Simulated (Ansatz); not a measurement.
Species: MgCl, charge 0, doublet. MgCl (SMILES [Mg][Cl], doublet).
B3LYP-D3(BJ)/def2-TZVP minimum from Ansatz (a quantum-chemistry and plane-wave program):
```
Mg
Cl 1 2.2211
```
Charge 0, spin multiplicity 2.

Total energies in def2-TZVPP, 9 correlated electrons, 10 frozen orbitals. UHF or UKS for unpaired electrons; spin-orbit terms are left out. Cores are frozen in correlated methods. No relativity. The spin of ClMg ([Mg][Cl], doublet) was assumed, and the state is the lowest solution found for it.

```tsv
method	program	energy (Eh)	minus CCSDT(Q) (mEh)
HF	Ansatz	-659.18877	232.19
MP2	Ansatz	-659.39384	27.13
CCSD	Ansatz	-659.41119	9.78
CCSD(T)	Ansatz	-659.42004	0.93
CCSDT(Q)	Ansatz	-659.42097	0.00
```

Rough core times of Ansatz's runs on a shared machine: CCSD(T) under 20 s, CCSDT(Q) 2 min.
